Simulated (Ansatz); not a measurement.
Reaction (ligand exchange at the Si–O bond): `NC(O)O[SiH3]` + `COB(O)F` → `COB(F)O[SiH3]` + `NC(O)O`

Gas-phase electronic energies from Ansatz, PBE0-D4/def2-TZVP geometries. CCSD(T)/CBS is the MP2 limit (def2-TZVPP, def2-QZVPP) plus CCSD(T) − MP2 in def2-TZVPP, frozen cores. Functionals use def2-TZVPP. Each species was taken in one conformer, which may not be the lowest.

```tsv
level	ΔE (kJ/mol)	difference from CCSD(T)/CBS
PBE0-D4	-5.5	1.6
ωB97X-V	-5.7	1.4
B2PLYP	-6.8	0.3
PBE	-5.8	1.3
HF/def2-TZVPP	-10.2	-3.1
MP2/def2-TZVPP	-5.3	1.8
HF/def2-QZVPP	-10.9	-3.8
SCS-MP2/def2-QZVPP	-7.1	0.0
MP2/CBS(def2)	-5.9	1.2
CCSD/CBS(def2)	-7.8	-0.7
CCSD(T)/CBS	-7.1	0
```

Largest T1 diagnostic among the species: 0.012.

In def2-TZVPP, CCSD(T) changes the Hartree–Fock value by +3.7 kJ/mol (the triples alone add +0.6 kJ/mol) and MP2 by +4.9 kJ/mol.
